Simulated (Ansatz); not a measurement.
Relative stability

The two ends of one reaction step of CH5ClZn, singlet (PBE0-D4/def2-TZVP).

A:

Zn1  (-1.061, -1.249, -1.295)
H2  (-0.192, -2.467, -1.023)
Cl3  (-2.307, 0.392, -1.726)
H4  (1.114, -0.340, 0.649)
C5  (0.710, 0.662, 0.806)
H6  (-0.285, 0.600, 1.245)
H7  (1.367, 1.204, 1.485)
H8  (0.653, 1.198, -0.142)
(Å)

B:

Zn1  (-0.847, 0.357, -0.537)
H2  (0.150, -2.505, -0.836)
Cl3  (-2.182, -0.505, -1.926)
H4  (0.729, -2.476, -0.364)
C5  (0.359, 1.164, 0.729)
H6  (-0.184, 1.485, 1.620)
H7  (1.125, 0.447, 1.028)
H8  (0.848, 2.033, 0.287)
(Å)

Ansatz 0.2.0; basis: def2-TZVPP; cores frozen in the correlated methods. The 3s and 3p shells of Cu and Zn are frozen; filled d shells are correlated. B3LYP uses VWN-RPA correlation.

Problem. Which structure is lower at CCSD(T), and by how much? (Judge from chemistry; the value comes from the calculation.)

Solution. Computed: A, by 9.69 kcal/mol (electronic energy, against the other). By their contacts, A is a complex of ZnHCl ([Cl][ZnH]) + CH₄ and B is a complex of CH₃ClZn ([CH3][Zn][Cl]) + H₂.

All methods give the same order:

```tsv
method	E(B) − E(A) (kcal/mol)
SPW92	9.26
PBE-D4	8.90
BLYP-D4	9.44
r2SCAN-D4	9.86
B97M-V	13.10
PBE0-D4	10.05
B3LYP-D4	10.45
r2SCAN0-D4	10.54
BHLYP-D4	11.97
CAM-B3LYP-D4	11.08
wB97X-V	10.41
wB97M-V	10.17
B2PLYP	9.72
PBE-QIDH	9.68
RPA on PBE	9.79
HF	14.99
MP2	7.66
CCSD	10.62
CCSD(T)	9.69
```

The T1 diagnostic stays at or below 0.014.

Labels in which every atom is bracketed show which atoms are joined, not bond orders.

For scale, one of the runs: CCSD(T)/def2-TZVPP, 207 basis functions, launched by `ansatz run in.yaml --threads 4 --pin off --events-out ev --progress --plain --max-ram 9574MiB`. Time: 66 s of wall clock on 4 CPU threads of an Intel Xeon; the host was shared. Peak host memory: 2.6 GiB.
